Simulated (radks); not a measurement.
The numbers below are computed, except where a source is named.
These are the eigenvalues of the occupied orbitals of an atom or ion with whole-number occupations (eV). Code: a radial shooting solver on a logarithmic mesh with Libxc functionals. Model: scalar-relativistic Kohn-Sham, LDA (Slater exchange, Perdew-Wang correlation), spin-polarised, spherical densities, finite nucleus; Fermi nuclear charge, rms radius of each element as measured or else 0.836 A^(1/3) + 0.57 fm.

orbital  eigenvalue
1s up     -319.6823
1s down   -318.6147
2s up      -48.2365
3d up      -11.7844

Which element is it, and in what charge state? The configuration may be excited. Open shells, if any, are filled with parallel spins first.

Answer. Z = 6, carbon, charge +2: C2+ in [He] 2s1 3d1. The list shows which subshells hold electrons but not how many an open one holds; the 1s level, -11.748 hartree, gives Z - s = 4.8 by -(Z - s)^2/2, which with screening and relativity narrows Z to a few neighbours, and the depths of the outer levels then fix element, charge and occupations together.
